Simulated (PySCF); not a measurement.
Sb⁴⁶⁺: ionisation energy

Sb⁴⁶⁺ [He] 2s2 2p1 (2P) → Sb⁴⁷⁺ [He] 2s2 (1S), as a difference of total energies. Computed with PySCF 2.14 in an even-tempered Gaussian basis (19 s from 21 bohr⁻², ratio 2.2; 12 p from 27 bohr⁻², ratio 2.2; 6 d from 100 bohr⁻², ratio 2.4; 5 f from 150 bohr⁻², ratio 2.4; 4 g from 230 bohr⁻², ratio 2.4), with the spin-free X2C one-electron Hamiltonian (Gaussian nucleus). Correlated levels: nothing frozen; virtual orbitals above 40 to 60 times the deepest correlated orbital energy dropped. The calculations carry no spin-orbit coupling.

```tsv
method	ionisation energy (eV)
UHF	7954.0
LDA	7947.7
PBE	7955.3
r2SCAN	7957.6
BLYP	7957.1
PBEsol	7951.1
MP2 (all electrons)	7953.3
```

**Question.** Estimate what PBE0 gives.

**Answer.** 7955.2 eV, closest to PBE among the rows shown.

**Question.** Estimate what SCS-MP2 (all electrons) gives.

**Answer.** 7953.0 eV, closest to MP2 (all electrons) among the rows shown.

A first-order spin-orbit estimate (lowest level to lowest level, LS coupling) adds 180.9 eV.

For this ion Breit and QED terms and the two-electron picture change, all absent here, outweigh the differences among the correlated methods.

First order in ζ underestimates the shift of j = l − 1/2 levels at high Z.

For comparison: 8140 ± 4 eV (theoretical estimate listed by NIST; NIST Atomic Spectra Database, ionization energies).
